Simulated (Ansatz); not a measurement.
H5BN (SMILES B[NH3+]), charge +1, singlet, geometry from GFN2-xTB; REVPBE/6-311G** (Ansatz, an electronic-structure program).

Ansatz was given this input:
Ansatz 0.2 input:
```yaml
crystal:
  periodic: [false, false, false]
  atoms:
    - {symbol: B, position_ang: [0.88263881, 0.09284034, -0.00737737]}
    - {symbol: N, position_ang: [-0.61601020, -0.06784319, -0.00947475]}
    - {symbol: H, position_ang: [1.53748945, -0.85254254, 0.17141440]}
    - {symbol: H, position_ang: [1.32021174, 1.16097305, -0.15667069]}
    - {symbol: H, position_ang: [-0.93054469, 0.07651970, 0.96132550]}
    - {symbol: H, position_ang: [-0.92796378, -1.00605227, -0.28786176]}
    - {symbol: H, position_ang: [-1.10031533, 0.63180265, -0.58499732]}
basis:
  gaussian:
    orbitals: 6-311G__.json
hamiltonian:
  xc: revpbe
total_charge: 1
accuracy: high
```
The basis file holds 6-311G** in the JSON format of the Basis Set Exchange.

Q: What does Ansatz print? Leave out banner, timings and long lists.

A: 
```
Functional definition: revPBE
1387 factors; integrals over basis functions are off by at most 3.6e-9 eV
mean field evaluation 1: about -2227.2701 eV, gradient 8.5e1 eV
mean field evaluation 2: about -2211.7202 eV, gradient 1.1e2 eV
mean field evaluation 4: about -2240.3388 eV, gradient 2.6e0 eV
mean field evaluation 8: about -2240.3575 eV, gradient 1.4e-2 eV
mean field evaluation 16: about -2240.3575 eV, gradient 5.9e-8 eV
mean field -2240.35753685 eV, -82.3316209105 hartree, gradient 5.9e-8 eV, S^2 0.000000; 0 other end points of the search recorded, 0 dependent functions left out
reference -2240.35754080 eV, -82.3316210553 hartree; 8, 8 occupied and 58, 58 virtual orbitals, 1387 factors
Total energy: -2240.35754080 eV, -82.3316210553 hartree
```
